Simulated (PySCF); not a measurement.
## Correlation energy of Mg (magnesium, neutral)

[Ne] 3s2, closed-shell 1S. All numbers are calculated (PySCF 2.14, scalar relativity by spin-free X2C-1e, in x2c-SVPall (4s3p1d, 18 functions)). Frozen: [Ne]; 2 electrons correlated.

Total MP2 correlation energy: -20.10 mhartree.

Same-spin part 0.00 and opposite-spin part -20.10 mhartree; SCS-MP2 scales them by 1/3 and 6/5 to -24.12 mhartree.

With two correlated electrons CCSD is exact within the correlated space (frozen core and kept virtual orbitals).

```csv
level,correlation energy (mhartree)
CCSD,-31.91
```

Diagnostics: T1 = 0.012, D1 = 0.0163, largest double amplitude 0.135.

Is a single reference adequate?

Mostly. T1 lies below 0.03, but a double amplitude of this size points to a near-degeneracy that CCSD handles and MP2 describes poorly.
